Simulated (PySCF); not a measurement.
SbFBr₂, SMILES [F][Sb]([Br])[Br].

Coordinates come from a PBE0-D3(BJ)/def2-SVP optimisation. The def2 effective core potentials stand for the cores of Sb; spin–orbit coupling is left out.

Computed with r2SCAN/def2-TZVP in PySCF.

Symmetry labels are those of the subgroup Cs that the program uses (full group Cs).

Computed valence orbital energies around the gap with their symmetry:
```json
[
 {"orbital": "HOMO−7", "symmetry": "A\"", "energy (eV)": "-10.72"},
 {"orbital": "HOMO−6", "symmetry": "A'", "energy (eV)": "-10.49"},
 {"orbital": "HOMO−5", "symmetry": "A\"", "energy (eV)": "-9.52"},
 {"orbital": "HOMO−4", "symmetry": "A'", "energy (eV)": "-8.76"},
 {"orbital": "HOMO−3", "symmetry": "A'", "energy (eV)": "-8.20"},
 {"orbital": "HOMO−2", "symmetry": "A\"", "energy (eV)": "-7.89"},
 {"orbital": "HOMO−1", "symmetry": "A\"", "energy (eV)": "-7.70"},
 {"orbital": "HOMO", "symmetry": "A'", "energy (eV)": "-7.64"},
 {"orbital": "LUMO", "symmetry": "A'", "energy (eV)": "-2.81"},
 {"orbital": "LUMO+1", "symmetry": "A\"", "energy (eV)": "-2.61"},
 {"orbital": "LUMO+2", "symmetry": "A'", "energy (eV)": "-2.23"},
 {"orbital": "LUMO+3", "symmetry": "A\"", "energy (eV)": "2.71"}
]
```
